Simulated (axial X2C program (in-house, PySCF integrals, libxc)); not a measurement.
# Outer orbitals of PdSi at 2.103 Å, TPSSh

All values were computed with an in-house relativistic program for diatomic molecules. Spin-free means the one-electron spin-free X2C Hamiltonian; two-component (2c) means X2C with spin–orbit coupling and atomic mean-field two-electron Coulomb and Gaunt terms, so the difference of the two also holds small scalar two-electron terms. Basis: Pd dyall-cv3z [12s12p8d5f3g], Si dyall-v3z [8s7p2d1f] (cores contracted in-house); Gaussian nuclei, density fitting, unrestricted open shells. Masses: Pd 105.903 u, Si 27.977 u.

The distance is close to the 2c PBE0 minimum; the highest filled and lowest empty levels are listed.

Spin-free orbitals, state M_S = 0, Λ = 0 (closed shell) (Löwdin shares):

```csv
symmetry,occupied,ε (eV),atomic character
σα,yes,-12.10,"58% Si s, 18% Pd d, 11% Pd p"
σα,yes,-7.48,"66% Pd d, 18% Si p, 10% Si s"
π-α,yes,-7.41,"84% Pd d, 12% Si p"
π+α,yes,-7.41,"84% Pd d, 12% Si p"
δ-α,yes,-6.32,99% Pd d
δ+α,yes,-6.32,99% Pd d
σα,yes,-4.73,"50% Si p, 34% Pd s, 14% Pd d"
π+α,no,-3.20,"64% Si p, 16% Pd d, 15% Pd p"
π-α,no,-3.20,"64% Si p, 16% Pd d, 15% Pd p"
σα,no,-1.44,"40% Pd p, 37% Pd s, 15% Si p"
π+α,no,0.31,"79% Pd p, 7% Si d, 7% Si p"
π-α,no,0.31,"79% Pd p, 7% Si d, 7% Si p"
```

One partner of each degenerate Kramers or spin pair is listed.

Spinors with spin–orbit coupling (state Ω = 0):

```json
{"ω": "1/2", "occupied": "yes", "ε (eV)": "-12.10", "atomic character": "58% Si s, 19% Pd d, 11% Pd p", "λ mixture": "100% σ"}
{"ω": "1/2", "occupied": "yes", "ε (eV)": "-7.67", "atomic character": "77% Pd d, 13% Si p, 5% Si s", "λ mixture": "51% π, 49% σ"}
{"ω": "3/2", "occupied": "yes", "ε (eV)": "-7.38", "atomic character": "85% Pd d, 12% Si p", "λ mixture": "96% π, 4% δ"}
{"ω": "1/2", "occupied": "yes", "ε (eV)": "-7.33", "atomic character": "74% Pd d, 17% Si p, 5% Si s", "λ mixture": "51% σ, 49% π"}
{"ω": "3/2", "occupied": "yes", "ε (eV)": "-6.49", "atomic character": "98% Pd d", "λ mixture": "96% δ, 4% π"}
{"ω": "5/2", "occupied": "yes", "ε (eV)": "-6.16", "atomic character": "99% Pd d", "λ mixture": "100% δ"}
{"ω": "1/2", "occupied": "yes", "ε (eV)": "-4.73", "atomic character": "50% Si p, 34% Pd s, 13% Pd d", "λ mixture": "100% σ"}
{"ω": "1/2", "occupied": "no", "ε (eV)": "-3.23", "atomic character": "64% Si p, 16% Pd d, 16% Pd p", "λ mixture": "100% π"}
{"ω": "3/2", "occupied": "no", "ε (eV)": "-3.16", "atomic character": "63% Si p, 17% Pd d, 15% Pd p", "λ mixture": "100% π"}
{"ω": "1/2", "occupied": "no", "ε (eV)": "-1.43", "atomic character": "41% Pd p, 37% Pd s, 15% Si p", "λ mixture": "100% σ"}
{"ω": "1/2", "occupied": "no", "ε (eV)": "0.29", "atomic character": "79% Pd p, 7% Si d, 7% Si p", "λ mixture": "100% π"}
```

One partner of each degenerate Kramers or spin pair is listed.

Mulliken charges and populations of the two-component result (they depend on the basis, above all on diffuse functions):

Pd -0.10 e (s 8.88 p 18.06 d 19.15 f 0.01), Si 0.10 e (s 5.88 p 7.90 d 0.10 f 0.02).

The state is a single determinant with fixed occupations, the lowest that a limited PBE0 search found. Other states lie close and PBE0, whose exact exchange favours high spin, may order them wrongly; the determinant shown need not be the ground state. The nearest other spin-free determinant of the search, M_S = 1, Λ = 1, lies 0.30 eV up at the distance of the search.
